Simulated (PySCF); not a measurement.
**Name the molecule from its bond curve**

A diatomic of charge 0 contains Ba. Its doublet curve at UHF-MP2 in a triple-zeta basis (spin-free X2C with a Gaussian nucleus, PySCF), in eV from the separated fragments:

```
R (Å)  E (eV)
1.850  -5.043
1.936  -5.562
2.022  -5.856
2.087  -5.966
2.151  -6.003
2.216  -5.983
2.302  -5.891
2.409  -5.704
2.538  -5.415
2.710  -4.984
```

The fit gives ωe = 463 cm⁻¹ and the rotational constant Bₑ = 0.2167 cm⁻¹.

Task: Which atom is the partner?

Result: The minimum lies at 2.159 Å, so the reduced mass is 16.8576 u Å² cm⁻¹/(Bₑ·Re²) = 16.69 u. With Ba at 137.91 u the partner weighs about 19.0 u: F. The molecule is BaF.

Correlated steps freeze 19 core orbitals. Spin–orbit coupling is left out. The state was picked by a PBE0 search and need not be the measured ground state.
